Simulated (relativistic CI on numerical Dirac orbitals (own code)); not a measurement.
# How well does a small relativistic CI reproduce Bi³⁺?

Computed by Dirac-Coulomb-Breit CI, separate exchange-only KLI orbitals for each configuration, model QED, valence Slater integrals scaled by 0.85, P86 correlation energy added to each configuration (own radial code, finite nucleus).

Configurations in the expansion (outside the closed core [Xe] 4f14): 5d10.6s2, 5d10.6s.6p, 5d10.6p2, 5d10.6s.6d, 5d10.6s.6f, 5d10.6d2, 5d10.6s.7s, 5d10.5f2, 5d10.6s.7p, 5d10.6p.6d, 5d10.6s.5f, 5d9.6s2.5f, 5d9.6s2.6p, 5d10.5f.6p, 5d10.6s.8s, 5d10.6s.7d, 5d10.6f2, 5d9.6s2.5g, 5d10.6s.8p, 5d10.5g2, 5d10.6s.5g, 5d10.6p.6f, 5d10.6s.9s, 5d10.6s.8d, 5d10.5g.6p, 5d10.6s.9p, 5d10.6p.7s, 5d10.6s.9d, 5d10.5f.6d, 5d9.6s2.7p, 5d10.6f.7s. Double excitations out of closed p, d and f shells are left out; levels of such configurations are missing from the list, as are those of other unlisted configurations, and high levels can miss mixing partners. These lack a partner that the ground configuration has and come out too high: 5d9.6s2.5f, 5d9.6s2.6p, 5d9.6s2.5g, 5d9.6s2.7p.

```csv
Configuration,Term (tabulated),J,Measured (cm⁻¹),Computed,Error,Purity (%)
5d10.6s2,1S,0,0.0,0,0,98
5d10.6s.6p,3P°,0,70968.0,65680,-5288,100
5d10.6s.6p,3P°,1,75926.0,70922,-5004,92
5d10.6s.6p,3P°,2,96423.0,90510,-5913,99
5d10.6s.6p,1P°,1,114602.0,111028,-3574,90
5d10.6p2,3P,0,166552.0,165154,-1398,83
5d10.6p2,3P,1,185014.0,181995,-3019,98
5d10.6s.6d,3D,1,197151.0,192314,-4837,94
5d10.6s.7s,3S,1,197446.0,192061,-5385,94
5d10.6s.6d,3D,2,197829.0,192842,-4987,93
5d10.6s.6d,3D,3,199769.0,194543,-5226,99
5d10.6s.7s,1S,0,201581.0,197028,-4553,98
5d10.6p2,3P,2,202434.0,197900,-4534,57
5d10.6s.7p,1P°,1,231913.0,226624,-5289,71
5d10.6s.8s,3S,1,266674.0,260521,-6153,100
5d10.6s.7d,3D,1,267576.0,261266,-6310,100
5d10.6s.7d,3D,2,267856.0,261522,-6334,95
5d10.6s.8s,1S,0,268191.0,262674,-5517,99
5d10.6s.7d,3D,3,268690.0,262210,-6480,100
5d10.6s.7d,1D,2,269758.0,263928,-5830,92
```

Measured levels from Moore, Atomic Energy Levels, vol. III, NSRDS-NBS 35 (1971 reprint of NBS Circular 467, 1958); pairs were made by configuration, J and term (by order where the table uses no LS term), so strongly mixed levels may be paired wrongly. The analysis dates from before 1960.

Mean error by configuration (cm⁻¹): 5d10.6s.6p -4945; 5d10.6p2 -2984; 5d10.6s.6d -5017; 5d10.6s.7s -4969; 5d10.6s.7p -5289; 5d10.6s.8s -5835; 5d10.6s.7d -6239. Over the excited levels the mean absolute error is 5033 cm⁻¹ (19 of the 21 excited levels that our extract of the source holds in range could be paired, and the others can miss by more), and the median relative error of those above 1,000 cm⁻¹ is 2.4 %.
